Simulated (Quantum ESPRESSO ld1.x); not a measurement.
Results of a calculation; reference values are marked as such.
The nuclear charge of neutral strontium is varied continuously with 38 electrons held in [Kr] 5s2. Code: ld1.x of Quantum ESPRESSO 7.5. Model: scalar-relativistic Kohn-Sham, LDA (Slater exchange, VWN5 correlation), spin-polarised, spherical densities, point nucleus. By the Hellmann-Feynman theorem dE/dZ = E(electron-nucleus)/Z, the electronic potential at the nucleus. The scalar-relativistic energy here is not variational (the density holds large components alone), so the two differ by a part that grows with Z.

Z      E (hartree)  E(electron-nucleus)/Z (hartree)  HOMO  e(HOMO) (eV)  <r> HOMO (bohr)
37.5    -3075.8573                         -197.792    5s        -1.056            5.037
37.75   -3125.6193                         -199.584    5s        -2.263            4.601
38      -3175.8311                         -201.374    5s        -3.640            4.272
38.25   -3226.4924                         -203.161    5s        -5.164            4.012
38.5    -3277.6026                         -204.948    5s        -6.821            3.796

The central difference of E at Z = 38 is -201.746 hartree, to compare with the third column; the second derivative is -7.19 hartree.
